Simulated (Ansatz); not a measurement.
Ansatz results at the PBE0-D4/def2-TZVP geometry: size of the dipole moment (B3LYP/def2-TZVPP) 1.85 D; HOMO–LUMO gap (ωB97M-V/def2-TZVPP) 11.70 eV; LUMO energy (PBE/def2-TZVPP) -0.62 eV.

Each molecule was computed in one conformer, which needn't be the lowest.

Q: Which molecule gave them?
A. `C[SiH2]N[SiH](O)O`
B. `CO[Si](C)(N)Br`
C. `C[Si](N)(O)O[SiH3]`
D. `C[SiH](O)N[SiH2]O`

A: C. The others give `C[SiH](O)N[SiH2]O`: 1.49, 12.08, -0.43; `C[SiH2]N[SiH](O)O`: 1.97, 11.98, -0.20; `CO[Si](C)(N)Br`: 2.37, 12.20, -0.06.

B3LYP here is the variant with VWN-RPA as its local correlation; programs differ in this.
